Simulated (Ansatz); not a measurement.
C4H6AlClO2, SMILES `[CH3][Al-]1([Cl])[O]C=CC=[O+]1` from Hartree–Fock to CCSD(T)

```xyz
14

C     2.0368   -0.0621    1.5406
Al    0.4329   -0.7226    0.6847
Cl   -0.2859   -2.6689    1.1319
O    -0.9969    0.4122    0.8712
C    -1.7439    0.8085   -0.0722
C    -1.5318    0.5764   -1.4253
C    -0.4062   -0.1006   -1.8774
O     0.4974   -0.6030   -1.1452
H     2.8961   -0.7009    1.3170
H     2.2869    0.9527    1.2174
H     1.9258   -0.0441    2.6286
H    -2.6171    1.3949    0.2291
H    -2.2377    0.9659   -2.1446
H    -0.2566   -0.2085   -2.9559
```

Charge 0, multiplicity 1. Geometry: relaxed with PBE0-D4/def2-TZVP. Frozen core, restricted reference, the Gaussian-basis code of Ansatz. CBS rows extrapolate triple and quadruple zeta; past MP2 they add the triple-zeta difference.

```csv
basis,HF (Eh),MP2 corr.,CCSD corr.,(T),CCSD(T) total
def2-SVP,?,?,-1.13037,-0.03664,?
def2-TZVPP,-1006.43461,?,-1.40793,-0.06309,?
def2-QZVPP,?,-1.46640,–,–,–
CBS(def2),-1006.47316,-1.54404,-1.59040,as TZ,-1008.12665
```

**Question.** Fill in the withheld values. (Estimate.)

**Answer.** The calculation gave: def2-SVP HF (Eh): -1005.83802; def2-SVP MP2 corr.: -1.07384; def2-SVP CCSD(T) total: -1007.00503; def2-TZVPP MP2 corr.: -1.36158; def2-TZVPP CCSD(T) total: -1007.90563; def2-QZVPP HF (Eh): -1006.46849.
